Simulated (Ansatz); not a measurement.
A made-up structure of AlGeH4, doublet:

```
6
angstrom
Al -0.0387 -0.5267 -0.0091
Ge 0.1140 1.6266 0.0249
H 1.2179 -1.2250 0.7502
H -1.3836 -1.0073 -0.7897
H 0.6636 0.5389 -1.0366
H -0.5732 0.5936 1.0604
```

It is relaxed with PBE-D4/def2-SVP and then PBE0-D4/def2-TZVP (Ansatz 0.2.0). Atoms count as bonded within 1.22 times the sum of their covalent radii (H–H: 0.88 Å). The end point is not checked to be a true minimum.

Problem. Does its bonding change? (A judgement: the text doesn't fix the answer.)

Solution. Computed: No: no bond forms or breaks.

Where it ends: The first stage lowers the energy by 1.57 eV in 7 steps. It ends as AlGeH₄ ([H]1[AlH2]2[H][Ge]12):
```
6
angstrom
Al -0.0465 -0.6503 -0.0105
Ge 0.1444 2.0076 0.0329
H 1.1061 -1.4756 0.6908
H -1.3029 -1.2810 -0.7351
H 0.6221 0.6744 -0.9600
H -0.5231 0.7249 0.9819
```

Labels in which every atom is bracketed show which atoms are joined, not bond orders.

For scale, one of the runs: PBE0-D4/def2-TZVP relaxation, 109 basis functions, launched by `ansatz run in.yaml --threads 2 --pin off --events-out ev --progress --plain --max-ram 4352MiB`. The run took about 17 s on 2 CPU threads of an Arm Neoverse V1 (shared host).
